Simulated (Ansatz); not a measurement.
Stepwise reaction of `F[SiH2][AlH2]` with hydrogen fluoride, as a gas-phase model of exchange steps in deposition or etching. ΔE in kJ/mol.

Computed with Ansatz on PBE0-D4/def2-TZVP structures; ΔE is electronic, products minus reactants. CCSD(T)/CBS is the MP2 limit (def2-TZVPP, def2-QZVPP) plus CCSD(T) − MP2 in def2-TZVPP, frozen cores. This one scheme is used for every species. Functionals use def2-TZVPP. B3LYP here is the variant with VWN-RPA as its local correlation; programs differ in this.

```csv
step,reaction,PBE-D4,B3LYP-D4,ωB97M-V,CCSD(T)/CBS
1,`F[SiH2][AlH2]` + H–F → `F[SiH](F)[AlH2]` + H₂,-119.8,-128.8,-128.6,-124.7
```

(1) Give the row of step 2, `F[SiH](F)[AlH2]` + H–F → `F[Si](F)(F)[AlH2]` + H₂. (Estimate.)

(2) By hand: ΔE of the 2 steps together at CCSD(T)/CBS.

Answers

(1) The calculation gave: 
| step | reaction | PBE-D4 | B3LYP-D4 | ωB97M-V | CCSD(T)/CBS |
| --- | --- | --- | --- | --- | --- |
| 2 | `F[SiH](F)[AlH2]` + H–F → `F[Si](F)(F)[AlH2]` + H₂ | -140.5 | -148.5 | -150.3 | -146.3 |

(2) (-124.7) + (-146.3) = -271.0 kJ/mol, or -135.5 kJ/mol a step.

In ΔE each step is lower than the one before. All are downhill at CCSD(T)/CBS. PBE-D4 differs from CCSD(T)/CBS by 4.9 to 5.8 kJ/mol a step. Isolated molecules leave out the surface, adducts and barriers. Largest T1 diagnostic: 0.012.
